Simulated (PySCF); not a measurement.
C₇H₈ClP.
Atom-mapped SMILES: `[CH3:1][c:2]1[cH:3][cH:4][c:5]([Cl:6])[c:7]([CH3:8])[p:9]1`

NICS = −σ at a ghost point: NICS(0) at the centroid of the ring atoms, NICS(1) 1 Å to either side along the normal of their mean plane, zz for the tensor component along that normal. Level: GIAO PBE0/pcSseg-1 (PySCF, non-relativistic, gas phase) on the GFN2-xTB geometry, one conformer.

Ring bond lengths (Å), with Mayer bond orders in brackets: C2–C3 1.383 (1.39), C3–C4 1.382 (1.48), C4–C5 1.387 (1.35), C5–C7 1.382 (1.36), C7–P9 1.747 (1.28), P9–C2 1.743 (1.29).

Q: What do the NICS probes read (ppm)?

A: 
```tsv
ring	type	NICS(0)	NICS(1), two faces	NICS(1)zz, two faces	rms pucker (Å)	centre to ring atoms, mean (Å)
C2–C3–C4–C5–C7–P9	6-membered ring with P; formal bonds all aromatic	-7.8	-10.1 / -10.1	-23.9 / -23.9	0.00	1.50
```

Q: What can be read from them?

A: 
- C2–C3–C4–C5–C7–P9: mean NICS(1)zz -23.9 ppm, shielded.

Q: And the bond-length index? HOMA takes Krygowski's 1993 parameters.

A: 
- C2–C3–C4–C5–C7–P9: HOMA 0.91; the largest term is that of C7–P9, α(R − Ropt)² = 0.28.

Q: Give the inner angles of the rings and the Hirshfeld charges of the ring atoms.

A: 
- C2–C3–C4–C5–C7–P9: C2 123.6° (-0.044 e), C3 124.2° (-0.047 e), C4 122.5° (-0.053 e), C5 125.1° (+0.013 e), C7 122.7° (-0.054 e), P9 101.9° (+0.085 e); sum 720.0° against 720° for a flat convex ring.

Q: What are the shieldings of the ring atoms and their hydrogens in the same run (means over atoms taken as equivalent)?

A: 
| atoms | environment | σ isotropic (ppm) | principal values of the symmetric part, first atom (ppm) |
| --- | --- | --- | --- |
| C2 | substituted aromatic carbon | 7.3 | -154.9, -0.4, 177.3 |
| C3 | aromatic CH carbon | 47.4 | -57.8, 42.1, 157.8 |
| C4 | aromatic CH carbon | 49.4 | -42.2, 40.2, 150.2 |
| C5 | aromatic C–Cl carbon | 39.4 | -55.8, 62.9, 111.3 |
| C7 | substituted aromatic carbon | 11.3 | -135.2, -0.1, 169.2 |
| P9 | phosphorus bonded to 2 C | 87.5 | -121.1, -31.3, 414.9 |
| H on C3 | aromatic hydrogen | 23.83 | 19.5, 23.7, 28.4 |
| H on C4 | aromatic hydrogen | 23.97 | 18.9, 23.7, 29.3 |
